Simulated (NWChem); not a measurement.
System: CH7Si2, doublet; SMILES [SiH3][CH][SiH3]

NWChem input:

```
start job
memory heap 200 mb stack 900 mb global 1100 mb
geometry units angstroms noautoz
  Si     1.674639    -0.000060     0.124685
  C      0.000000     0.000000    -0.684961
  Si    -1.674639     0.000060     0.124685
  H      2.478729    -1.174320    -0.323135
  H      2.442521     1.224246    -0.247413
  H      1.545788    -0.046871     1.604892
  H      0.000000     0.000000    -1.778690
  H     -2.442521    -1.224246    -0.247413
  H     -2.478729     1.174320    -0.323135
  H     -1.545788     0.046871     1.604892
end
basis spherical
  * library def2-svp
end
dft
  odft
  mult 2
  xc r2scan0
  iterations 150
  mulliken
end
task dft energy
```

In the optimisation the excess spin sits in b (C2, its own frame). Structure relaxed at the B3LYP/6-31G* (spherical d), spin-unrestricted level. No stability test was run on the SCF state.

Q: Give the results of this calculation. (r2SCAN0/def2-SVP, spin-unrestricted.) Quantities: energy (Ha); highest occupied level (eV); lowest empty minus highest occupied level, either spin (eV); dipole (D); <S²>.

A: 
```yaml
energy (Ha): -620.93
highest occupied level (eV): -7.48
lowest empty minus highest occupied level, either spin (eV): 4.97
dipole (D): 0.56
"<S²>": 0.757
```
